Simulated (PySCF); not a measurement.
PySCF job for C₂H₈GeO, SMILES [GeH]([OH])([CH3])[CH3], PBE-D3(BJ)/def2-SVP. The structure is a stationary point at PBE-D3(BJ)/def2-SVP. This is a generated structure with no PubChem entry under its InChIKey; it may be hypothetical. Other conformers were not sampled.

```python
import numpy as np
from pyscf import gto, scf, dft, df
from pyscf.hessian import thermo

mol = gto.M(
    atom='''
    Ge    0.27464817   -0.04020500   -0.00000000
    C    -0.33352107    0.89867161    1.61818610
    C    -0.33352107    0.89867163   -1.61818608
    O    -0.32418890   -1.75135274   -0.00000001
    H     1.81440950   -0.23000321   -0.00000000
    H    -1.43709572    1.00233981    1.62144303
    H    -0.02711490    0.34267972    2.52536077
    H     0.10971349    1.91416748    1.65874910
    H    -0.02711490    0.34267974   -2.52536076
    H    -1.43709572    1.00233982   -1.62144301
    H     0.10971349    1.91416750   -1.65874908
    H    -1.29839258   -1.77504819   -0.00000001
    ''',
    basis='def2-SVP',
    charge=0,
    spin=0,
    max_memory=1600,
    verbose=3,
)
mf = dft.RKS(mol, xc='pbe').density_fit(auxbasis='def2-universal-jkfit')
mf.disp = 'd3bj'
mf.grids.level = 3
mf.conv_tol = 1e-11
mf.max_cycle = 100
mf.kernel()

# [left out here: the lines that compute and print the analytic Hessian (its translational invariance restored by hand, since the grid's response is missing), thermochemistry and intensities]
```

Log of the run:

```
converged SCF energy = -2232.39291375994

WARN: DFTD3 does not support analytical Hessian, using finite difference


WARN: Mole.unit (angstrom) is changed to Bohr

Mode                                 0                   1                   2
Irrep
Freq [cm^-1]                      108.5224            117.7353            143.4312
Reduced mass [au]                   1.0246              1.0456              1.1216
Force const [Dyne/A]                0.0071              0.0085              0.0136
Char temp [K]                     156.1396            169.3948            206.3655
Normal mode                   x     y     z       x     y     z       x     y     z
       0  Ge                -0.00 -0.00  0.00    0.00 -0.01 -0.00    0.00  0.00  0.02
       1   C                 0.02  0.02 -0.00    0.02  0.01 -0.00    0.03  0.04  0.00
       2   C                -0.02 -0.02 -0.00    0.02  0.01  0.00   -0.03 -0.04  0.00
       3   O                -0.00  0.00  0.01   -0.04  0.01  0.00   -0.00  0.00 -0.03
       4   H                -0.00 -0.00  0.00   -0.00 -0.03 -0.00    0.00 -0.00  0.05
       5   H                 0.06  0.38 -0.17   -0.01 -0.33  0.19    0.03  0.01  0.05
       6   H                -0.30 -0.19 -0.01    0.35  0.22  0.01    0.09  0.09  0.01
       7   H                 0.35 -0.14  0.19   -0.29  0.15 -0.22    0.01  0.06 -0.07
       8   H                 0.30  0.19 -0.01    0.35  0.22 -0.01   -0.09 -0.09  0.01
       9   H                -0.06 -0.38 -0.17   -0.01 -0.33 -0.19   -0.03 -0.01  0.05
      10   H                -0.35  0.14  0.19   -0.29  0.15  0.22   -0.01 -0.06 -0.07
      11   H                -0.00  0.00 -0.11   -0.04  0.04  0.00   -0.00  0.00 -0.91
Mode                                 3                   4                   5
Irrep
Freq [cm^-1]                      166.0830            195.7151            207.8392
Reduced mass [au]                   2.5133              3.1730              3.5675
Force const [Dyne/A]                0.0408              0.0716              0.0908
Char temp [K]                     238.9565            281.5905            299.0343
Normal mode                   x     y     z       x     y     z       x     y     z
       0  Ge                -0.01  0.04  0.00   -0.06 -0.00  0.00    0.00 -0.00  0.03
       1   C                 0.04 -0.10  0.10    0.08  0.04  0.03    0.02  0.07  0.00
       2   C                 0.04 -0.10 -0.10    0.08  0.04 -0.03   -0.02 -0.07  0.00
       3   O                -0.02  0.04 -0.00    0.10 -0.06 -0.00   -0.00  0.00 -0.18
       4   H                -0.01  0.04  0.00   -0.05  0.06  0.00    0.00 -0.00  0.06
       5   H                 0.03 -0.14  0.19    0.09  0.13  0.16    0.03  0.13  0.02
       6   H                 0.12 -0.22 -0.00    0.16  0.05  0.01    0.02  0.15  0.05
       7   H                 0.01 -0.10  0.21    0.17  0.01 -0.06    0.07  0.06 -0.10
       8   H                 0.12 -0.22  0.00    0.16  0.05 -0.01   -0.02 -0.15  0.05
       9   H                 0.03 -0.14 -0.19    0.09  0.13 -0.16   -0.03 -0.13  0.02
      10   H                 0.01 -0.10 -0.21    0.17  0.01  0.06   -0.07 -0.06 -0.10
      11   H                -0.02  0.06  0.00    0.10 -0.19 -0.00   -0.00  0.00  0.32
Mode                                 6                   7                   8
Irrep
Freq [cm^-1]                      563.7454            574.6974            592.5738
Reduced mass [au]                   3.8870              1.1511              2.8883
Force const [Dyne/A]                0.7278              0.2240              0.5975
Char temp [K]                     811.1042            826.8616            852.5818
Normal mode                   x     y     z       x     y     z       x     y     z
       0  Ge                 0.02 -0.02 -0.00   -0.00  0.00 -0.03   -0.00  0.00 -0.05
       1   C                -0.05  0.08  0.14   -0.04  0.03  0.02   -0.03  0.08  0.12
       2   C                -0.05  0.08 -0.14    0.04 -0.03  0.02    0.03 -0.08  0.12
       3   O                -0.01 -0.04  0.00    0.00  0.00  0.01   -0.00 -0.00 -0.00
       4   H                 0.02 -0.06  0.00   -0.00  0.00  0.68    0.00 -0.00 -0.28
       5   H                -0.05  0.07  0.12   -0.03  0.13  0.34   -0.04  0.02  0.03
       6   H                -0.07  0.09  0.16    0.16 -0.09 -0.11   -0.11  0.08  0.15
       7   H                -0.07  0.09  0.16    0.09 -0.03  0.06   -0.12  0.11  0.20
       8   H                -0.07  0.09 -0.16   -0.16  0.09 -0.11    0.11 -0.08  0.15
       9   H                -0.05  0.07 -0.12    0.03 -0.13  0.34    0.04 -0.02  0.03
      10   H                -0.07  0.09 -0.16   -0.09  0.03  0.06    0.12 -0.11  0.20
      11   H                -0.01 -0.01  0.00    0.00  0.00  0.03   -0.00 -0.00 -0.03
Mode                                 9                  10                  11
Irrep
Freq [cm^-1]                      654.5294            676.4281            718.0262
[...]
Reduced mass [au]                   1.0514              1.0533              1.0474
Force const [Dyne/A]                1.1780              1.1821              1.1846
Char temp [K]                    1984.0180           1985.7798           1993.3494
Normal mode                   x     y     z       x     y     z       x     y     z
       0  Ge                -0.00  0.00  0.00    0.00  0.00  0.00    0.00 -0.00  0.00
       1   C                 0.03 -0.02  0.02   -0.02 -0.03  0.01    0.02 -0.03  0.02
       2   C                -0.03  0.02  0.02    0.02  0.03  0.01    0.02 -0.03 -0.02
       3   O                 0.00 -0.00 -0.00   -0.00  0.00 -0.00   -0.00  0.00 -0.00
       4   H                -0.00 -0.00 -0.02   -0.00 -0.00 -0.00   -0.00  0.02 -0.00
       5   H                 0.06  0.32  0.07    0.01  0.32 -0.32    0.06  0.41 -0.05
       6   H                -0.12 -0.29 -0.10    0.44  0.13 -0.05    0.05 -0.23 -0.12
       7   H                -0.40  0.18 -0.25   -0.13  0.01  0.21   -0.41  0.18 -0.16
       8   H                 0.12  0.29 -0.10   -0.44 -0.13 -0.05    0.05 -0.23  0.12
       9   H                -0.06 -0.32  0.07   -0.01 -0.32 -0.32    0.06  0.41  0.05
      10   H                 0.40 -0.18 -0.25    0.13 -0.01  0.21   -0.41  0.18  0.16
      11   H                 0.00  0.00 -0.00   -0.00  0.00 -0.01   -0.00 -0.02 -0.00
Mode                                21                  22                  23
Irrep
Freq [cm^-1]                     1391.5615           2085.6094           2978.6471
Reduced mass [au]                   1.0481              1.0204              1.0339
Force const [Dyne/A]                1.1958              2.6151              5.4046
Char temp [K]                    2002.1471           3000.7276           4285.6100
Normal mode                   x     y     z       x     y     z       x     y     z
       0  Ge                 0.00  0.00 -0.00   -0.01  0.00  0.00   -0.00  0.00 -0.00
       1   C                 0.03  0.02 -0.00   -0.00 -0.00 -0.00   -0.01  0.02  0.03
       2   C                 0.03  0.02  0.00   -0.00 -0.00  0.00    0.01 -0.02  0.03
       3   O                -0.00  0.00  0.00   -0.00 -0.00  0.00    0.00 -0.00  0.00
       4   H                -0.00 -0.02  0.00    0.98 -0.13  0.00    0.00 -0.00  0.00
       5   H                 0.01 -0.18  0.33   -0.00  0.01  0.01    0.41 -0.03  0.01
       6   H                -0.45 -0.22  0.01   -0.00  0.00 -0.00   -0.11  0.19 -0.29
       7   H                -0.02  0.05 -0.29   -0.00 -0.00  0.00   -0.17 -0.38 -0.01
       8   H                -0.45 -0.22 -0.01   -0.00  0.00  0.00    0.11 -0.19 -0.29
       9   H                 0.01 -0.18 -0.33   -0.00  0.01 -0.01   -0.42  0.03  0.01
      10   H                -0.02  0.05  0.29   -0.00 -0.00 -0.00    0.18  0.39 -0.01
      11   H                 0.00 -0.01  0.00   -0.00 -0.01 -0.00   -0.00 -0.00  0.00
Mode                                24                  25                  26
Irrep
Freq [cm^-1]                     2979.4866           3079.5436           3080.7134
Reduced mass [au]                   1.0338              1.1030              1.1028
Force const [Dyne/A]                5.4073              6.1629              6.1664
Char temp [K]                    4286.8178           4430.7776           4432.4607
Normal mode                   x     y     z       x     y     z       x     y     z
       0  Ge                 0.00 -0.00 -0.00   -0.00 -0.00 -0.00   -0.00 -0.00  0.00
       1   C                -0.01  0.02  0.03   -0.05 -0.03 -0.00   -0.05 -0.03 -0.00
       2   C                -0.01  0.02 -0.03    0.05  0.03 -0.00   -0.05 -0.03  0.00
       3   O                -0.00  0.00  0.00    0.00  0.00  0.00    0.00  0.00 -0.00
       4   H                -0.00  0.00  0.00    0.00 -0.00 -0.00    0.01 -0.00  0.00
       5   H                 0.42 -0.03  0.01    0.47 -0.05  0.00    0.47 -0.05  0.00
       6   H                -0.11  0.19 -0.30   -0.02  0.00 -0.01   -0.01 -0.00 -0.01
       7   H                -0.17 -0.38 -0.01    0.18  0.44  0.02    0.18  0.44  0.02
       8   H                -0.11  0.19  0.29    0.02 -0.00 -0.01   -0.01 -0.00  0.01
       9   H                 0.41 -0.03 -0.01   -0.47  0.05  0.00    0.47 -0.05 -0.00
      10   H                -0.17 -0.38  0.01   -0.18 -0.44  0.02    0.18  0.44 -0.02
      11   H                 0.00  0.00  0.00    0.00  0.00  0.00    0.00  0.00 -0.00
Mode                                27                  28                  29
Irrep
Freq [cm^-1]                     3093.7148           3093.7538           3733.5788
Reduced mass [au]                   1.1039              1.1036              1.0667
Force const [Dyne/A]                6.2250              6.2233              8.7604
Char temp [K]                    4451.1668           4451.2229           5371.7886
Normal mode                   x     y     z       x     y     z       x     y     z
       0  Ge                 0.00 -0.00  0.00    0.00 -0.00 -0.00   -0.00  0.00  0.00
       1   C                 0.03 -0.04  0.04   -0.03  0.04 -0.04    0.00  0.00 -0.00
       2   C                 0.03 -0.04 -0.04    0.03 -0.04 -0.04    0.00  0.00  0.00
       3   O                 0.00  0.00 -0.00    0.00  0.00  0.00   -0.06 -0.00  0.00
       4   H                -0.00  0.00  0.00   -0.00  0.00 -0.00    0.00 -0.00 -0.00
       5   H                -0.26  0.02  0.01    0.25 -0.02 -0.01   -0.00 -0.00 -0.00
       6   H                -0.16  0.29 -0.48    0.15 -0.28  0.46    0.00 -0.00 -0.00
       7   H                 0.11  0.22  0.02   -0.10 -0.21 -0.01   -0.00  0.00  0.00
       8   H                -0.15  0.28  0.46   -0.16  0.29  0.48    0.00 -0.00  0.00
       9   H                -0.25  0.02 -0.01   -0.26  0.02 -0.01   -0.00 -0.00  0.00
      10   H                 0.10  0.21 -0.01    0.10  0.22 -0.01   -0.00  0.00 -0.00
      11   H                -0.00 -0.00  0.00   -0.00 -0.00 -0.00    0.97  0.04 -0.00
temperature 298.1500 [K]
pressure 101325.00 [Pa]
Rotational constants [GHz] 5.04641 4.79179 3.01016
Symmetry number 1
Zero-point energy (ZPE) 0.09139 [Eh]   239953.779 [J/mol]
                           tot       elec      trans        rot        vib
Entropy [J/mol/K]       357.445      0.000    168.528    108.338     80.579
Cv [J/mol/K]            110.457      0.000     12.472     12.472     85.513
Cp [J/mol/K]            118.771      0.000     20.786     12.472     85.513
Internal energy [J/mol]                      3718.434   3718.434 253163.475
Internal energy [Eh]   -2232.29366  -2232.39291
Enthalpy [J/mol]                             6197.391   3718.434 253163.475
Enthalpy [Eh]          -2232.29271
Gibbs free energy [J/mol]                  -44049.240 -28582.466 229138.896
Gibbs free energy [Eh] -2232.33330
mode   freq/cm-1   IR/(km/mol)
   1      108.52         1.569
   2      117.74         0.106
   3      143.43        60.076
   4      166.08         0.553
   5      195.72         7.296
   6      207.84        51.682
   7      563.75         5.416
   8      574.70        37.592
   9      592.57        18.621
  10      654.53        49.767
  11      676.43        49.625
  12      718.03        35.212
  13      806.44        40.368
  14      812.40        59.222
  15      816.20        51.645
  16      899.77       102.724
  17     1198.08        12.001
  18     1203.73         7.997
  19     1378.96         1.175
  20     1380.19         0.147
  21     1385.45         2.991
  22     1391.56         7.859
  23     2085.61       138.926
  24     2978.65         4.268
  25     2979.49         4.491
  26     3079.54         0.006
  27     3080.71        11.293
  28     3093.71         4.364
  29     3093.75         2.173
  30     3733.58        35.523
max |gradient| / (hartree/bohr): 4.8108792773948153e-05
APT charges: [ 1.4222 -0.3433 -0.3432 -0.7459 -0.2798  0.005   0.0126  0.01    0.0126
  0.005   0.01    0.2347]
```

The calculation finished and met its thresholds.

Cost: very roughly 2.2 core-minutes.
